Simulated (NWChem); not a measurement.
Everything below was run with NWChem. System: H$_{2}$Sb, charge 0, spin multiplicity 2, at a geometry optimised with UPBE/def2-SVP with def2 effective core potentials on Sb. The structure started from a generated list of species. Its SCF solution wasn't tested for a lower state. Level: UMP2/def2-TZVP with def2 effective core potentials on Sb, 4 core orbitals frozen.

Output (cleaned and shortened):

```
             Northwest Computational Chemistry Package (NWChem) 7.3.0
             --------------------------------------------------------

                                NWChem Input Module
                                -------------------

 Scaling coordinates for geometry "geometry" by  1.889725989
 (inverse scale =  0.529177249)

 Turning off AUTOSYM since
 SYMMETRY directive was detected!

                             Geometry "geometry" -> ""
                             -------------------------

 Output coordinates in angstroms (scale by  1.889725989 to convert to a.u.)

  No.       Tag          Charge          X              Y              Z
 ---- ---------------- ---------- -------------- -------------- --------------
    1 Sb                  51.0000     0.00000000     0.00000000    -0.04660600
    2 H                    1.0000    -1.22369100     0.00000000     1.18846000
    3 H                    1.0000     1.22369100     0.00000000     1.18846000

 Effective nuclear repulsion energy (a.u.)      31.2615372050

            Nuclear Dipole moment (a.u.)
            ----------------------------
        X                 Y               Z
 ---------------- ---------------- ----------------
     0.0000000000     0.0000000000     0.0000264562

      Symmetry information
      --------------------

 Group name             C2v
 Group number             16
 Group order               4
 No. of unique centers     2

      Symmetry unique atoms

     1    2


 Summary of "ao basis" -> "" (spherical)
 ------------------------------------------------------------------------------
       Tag                 Description            Shells   Functions and Types
 ---------------- ------------------------------  ------  ---------------------
 *                         def2-tzvp                  on all atoms

 Summary of "ao basis" -> "ao basis" (spherical)
 ------------------------------------------------------------------------------
       Tag                 Description            Shells   Functions and Types
 ---------------- ------------------------------  ------  ---------------------
 Sb                        def2-tzvp                16       50   6s5p3d2f
 H                         def2-tzvp                 4        6   3s1p

                                 NWChem SCF Module
                                 -----------------

  ao basis        = "ao basis"
  functions       =    62
  atoms           =     3
[...]
     2   0 2 0    -20.866479    -13.651301     -7.215179      0.000000
     2   0 1 1     -0.000000     -0.000000      0.000000      0.000000
     2   0 0 2    -21.883248    -16.697482    -15.451979     10.266214

                   NWChem MP2 Semi-direct Energy/Gradient Module
                   ---------------------------------------------

  Basis functions       =     62
  Molecular orbitals    =     62
  Frozen core           =      4
  Frozen virtuals       =      0
  Active alpha occupied =      9
  Active beta occupied  =      8
  Active alpha virtual  =     49
  Active beta virtual   =     50
  Use MO symmetry       = T
  Use skeleton AO sym   = T

  AO/Fock/Back tols     =   1.0D-09  1.0D-09  1.0D-09

 GA uses MA = F    GA memory limited = T

 Available:
  local mem=  1.26D+08
 global mem=  1.44D+08
 local disk=  0.00D+00
  mp2_memr nvloc                    49
  nvloc new                    49
   1 passes of   9:        4194304                      29882                   2934975.
   1 passes of   9: M    126142131           G      144171512           F     121947827.

 Semi-direct pass number   1 of   1  for UHF alpha       at        1.1s
  vrange nnbf                  1953
  mp2_eaftype                    11  avail_ma_in_mb                  1099
 EAF : mp2_eaftype filesize          11    1467488.
  mp2_eaf for mointskh                     11
Node 0 wrote      6.9 Mb in      0.0 s     Agg I/O rate:   666.4 Mb/s
 Done moints_semi at        2.9s
  mp2_eaftype                    11  avail_ma_in_mb                  1088
 EAF : mp2_eaftype filesize          11    1467488.
  mp2_eaf for kh                    11
 Done maket at        2.9s
 Done multipass loop at        2.9s

 GA uses MA = F    GA memory limited = T

 Available:
  local mem=  1.26D+08
 global mem=  1.44D+08
 local disk=  0.00D+00
  mp2_memr nvloc                    50
  nvloc new                    50
   1 passes of   8:        4194304                      27833                   2662727.
   1 passes of   8: M    126142131           G      144171512           F     121947827.

 Semi-direct pass number   1 of   1  for UHF beta        at        3.0s
  vrange nnbf                  1953
  mp2_eaftype                    10  avail_ma_in_mb                  1099
 EAF : mp2_eaftype filesize          10    1331364.
  mp2_eaf for mointskh                     10
Node 0 wrote      6.2 Mb in      0.0 s     Agg I/O rate:   665.5 Mb/s
 Done moints_semi at        4.7s
  mp2_eaftype                    10  avail_ma_in_mb                  1089
 EAF : mp2_eaftype filesize          10    1331364.
  mp2_eaf for kh                    10
 Done maket at        4.8s
 Done multipass loop at        4.8s

          -------------------------------------------
          SCF energy                -240.402842677018
          Correlation energy          -0.329626987065
          Singlet pairs                0.000000000000
          Triplet pairs                0.000000000000
          Total MP2 energy          -240.732469664083
          -------------------------------------------

          ---------------------------------------------------
                    Spin Component Scaled (SCS) MP2
          Same spin pairs                     -0.107247672521
          Same spin scaling factor             0.333333333333
          Opposite spin pairs                 -0.222379314544
          Opposite spin scaling fact.          1.200000000000
          SCS-MP2 correlation energy          -0.302604401627
          Total SCS-MP2 energy              -240.705447078644
          ---------------------------------------------------

 -----------------------
 Performance information
 -----------------------

 Timer overhead =  2.09D-07 seconds/call

               Nr. of calls         CPU time (s)                 Wall time (s)                GFlops
             ---------------    -------------------     ------------------------------   -------------------
Name         Min   Avg   Max    Min     Avg     Max     Min     Avg     Max   Mx/calls   Min     Max     Sum
mp2: moin     2     2     2    3.4     3.4     3.4      3.4     3.4     3.4     1.7      0.0     0.0     0.0
mp2: make     2     2     2   0.16    0.16    0.16     0.16    0.16    0.16    8.16E-2   0.0     0.0     0.0
mp2: tota     1     1     1    3.7     3.7     3.7      3.7     3.7     3.7     3.7      0.0     0.0     0.0

 The average no. of pstat calls per process was 5.00D+00
 with a timing overhead of 1.05D-06s

 Task  times  cpu:        4.7s     wall:        4.7s

 Total times  cpu:        4.8s     wall:        4.8s
```

**Question.** Write an NWChem input that would produce this output.

**Answer.** One answer among several that fit: 
```
start mol
memory heap 200 mb stack 900 mb global 1100 mb
geometry units angstroms nocenter noautoz
  Sb     0.000000     0.000000    -0.046606
  H     -1.223691     0.000000     1.188460
  H      1.223691     0.000000     1.188460
  symmetry group C2v
end
basis spherical
  * library def2-tzvp
end
ecp
  Sb library def2-ecp
end
scf
  uhf
  nopen 1
  maxiter 100
  thresh 1e-7
  semidirect memsize 60000000 filesize 0
  # guess.movecs holds the orbitals of an unrestricted PBE0 run
  vectors input guess.movecs output mol.movecs
end
mp2
  freeze core 4
end
task mp2 energy
```
